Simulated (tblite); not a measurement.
Species: C₆H₁₂OPSi (charge +1).
Geometry (GFN2-xTB, Å), atoms numbered from 1 in this order:
```
atom  x, y, z in Å
C1    -1.865   -1.539    0.888
C2    -0.784   -0.777    0.227
C3     0.474   -1.239    0.046
P4     1.421    0.001   -0.799
C5     2.949    0.485    0.087
O6     3.640   -0.726   -0.060
C7     0.048    1.147   -0.873
C8    -1.028    0.586   -0.290
Si9   -2.721    1.469   -0.146
H10   -1.511   -2.506    1.234
H11   -2.691   -1.692    0.195
H12   -2.257   -0.977    1.735
H13    0.857   -2.200    0.339
H14    1.884   -0.443   -2.017
H15    3.447    1.332   -0.404
H16    2.728    0.740    1.132
H17    4.506   -0.702    0.366
H18    0.093    2.123   -1.320
H19   -3.671    0.595   -0.831
H20   -2.980    1.578    1.288
H21   -2.548    2.763   -0.796
```

Computed geometry: GFN2-xTB, gas phase.

Masses are those of the commonest isotopes; rigid-rotor values at the optimised geometry. The values belong to one conformer with, in the numbering `[CH3:1][C:2]1=[CH:3][P@H+:4]([CH2:5][OH:6])[CH:7]=[C:8]1[SiH3:9]`, C3–P4–C5–O6 68°, P4–C5–O6–H -179°.

Task: What are A, B and C (MHz)?

Result: Ia = 204.82, Ib = 787.84, Ic = 936.15 u·Å²; 505379 MHz·u·Å²/I gives A = 2467, B = 641.5, C = 539.8 MHz.

Task: What kind of rotor is it?

Result: An asymmetric top: κ = (2 × 641.5 − 2467 − 539.8)/(2467 − 539.8) = -0.89.

Task: Is it planar, by Δ = Ic − Ia − Ib?

Result: Not planar: Δ = Ic − Ia − Ib = -56.51 u·Å². For a rigid frame Δ = −2 Σ m c², so Σ m c² = 28.25 u·Å² lies off the ab plane: 11.84 from hydrogen and 16.41 from heavier atoms. The atom farthest from that plane is 1.75 Å away.

Task: Estimate the classical rotational partition function at 10 K, 25 K and 200 K.

Result: Point group C1, symmetry number σ = 1; q = (√π/σ)·√((kT/h)³/(ABC)), k/h = 20836.6 MHz/K: 5770 at 10 K, 22800 at 25 K, 516000 at 200 K.

Its GFN2-xTB frequencies are all real (lowest 51 cm⁻¹). No vibrational averaging or centrifugal distortion is included, and the geometry carries the error of its method.

The run took 0.77 s wall on an Arm Neoverse V2 with one thread, shared host with 64 logical CPUs at a one-minute load of 18. This is the geometry optimisation.
